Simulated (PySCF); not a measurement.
In(Me)(NH2)2, SMILES [CH3][In]([NH2])[NH2] (CH7InN2), PBE0/def2-SVP optimised geometry.

```
11

In    -0.20     0.03     0.00
C     -1.38     1.83     0.00
H     -0.85     2.64    -0.52
H     -1.57     2.14     1.04
H     -2.34     1.66    -0.50
N      1.84     0.03     0.00
H      2.34     0.83    -0.38
H      2.34    -0.82    -0.21
N     -0.99    -1.82     0.31
H     -0.45    -2.64     0.10
H     -1.97    -1.99     0.10
```

Density from PBE0/def2-TZVP, def2 effective core potentials past Kr run with PySCF at that geometry. The core electrons that the potentials of In replace are not part of the density.

Minimum of the electron density along straight lines between bonded atoms, close to the bond critical point (lines longer than 1.1 times the sum of covalent radii, or with two minima, are not listed):

```tsv
bond	length / Å	ρ at the minimum / e bohr⁻³	∇²ρ there / e bohr⁻⁵	position (fraction from the first atom)
In1–C2	2.152	0.099	?	0.52
C2–H3	1.099	0.269	-0.88	0.64
C2–H4	1.100	0.267	-0.87	0.64
C2–H5	1.099	0.268	-0.88	0.64
In1–N6	2.035	0.111	0.39	0.52
N6–H7	1.015	0.331	-1.56	0.73
N6–H8	1.015	0.331	-1.56	0.73
In1–N9	2.035	0.111	0.39	0.52
N9–H10	1.015	0.331	-1.56	0.73
N9–H11	1.015	0.332	-1.56	0.73
```

**Question.** Complete the blanks.

**Answer.** 
- In1–C2, ∇²ρ there / e bohr⁻⁵: 0.15
